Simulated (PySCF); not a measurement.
C₂H₂N (SMILES [CH2]C#N), doublet, at a GFN2-xTB geometry. Base run: PySCF with R2SCAN/cc-pVDZ.

Here is a job for PySCF.
```python
from pyscf import gto, scf, dft

mol = gto.M(
    atom='''
C    -1.17372104    0.03468081    0.00856076
C     0.18010557   -0.00532171   -0.00131364
N     1.34218620   -0.03965857   -0.00978950
H    -1.68922512    0.97746023    0.03957502
H    -1.74438546   -0.87600479   -0.01453131
''',
    basis='cc-pvdz',
    spin=1,
    verbose=5,
)

mf = dft.UKS(mol)
mf.xc = 'r2scan'
mf.kernel()
mf.analyze()
```

The base run was repeated with changes; each row names its change, and settings that it needs were set with it.

| change | ΔE vs base (mEh) | fitting functions | dipole (D) |
|---|---|---|---|
| base | 0.000 | - | 3.29 |
| auxbasis = cc-pvtz-jkfit | -0.041 | 297 | 3.29 |
| auxbasis = autoaux | -0.017 | 382 | 3.29 |
| auxbasis = even-tempered beta=2.0 | -0.016 | 408 | 3.29 |
| auxbasis = def2-universal-jkfit | -0.037 | 263 | 3.29 |
| auxbasis = def2-universal-jfit | -0.061 | 169 | 3.29 |
| auxbasis = cc-pvtz-ri | -0.248 | 303 | 3.29 |
| auxbasis = even-tempered beta=3.0 | -0.280 | 260 | 3.29 |
| auxbasis = def2-tzvp-ri | -0.126 | 258 | 3.29 |
| auxbasis = def2-svp-ri | -6.488 | 172 | 3.29 |

A fitting set is made for a task (jfit for Coulomb, jkfit for Coulomb and exchange, ri for correlation) and for a family of orbital bases.

Open shells are given as the SCF converged; they aren't shown to be the lowest states, and a large step between rows can be another state.
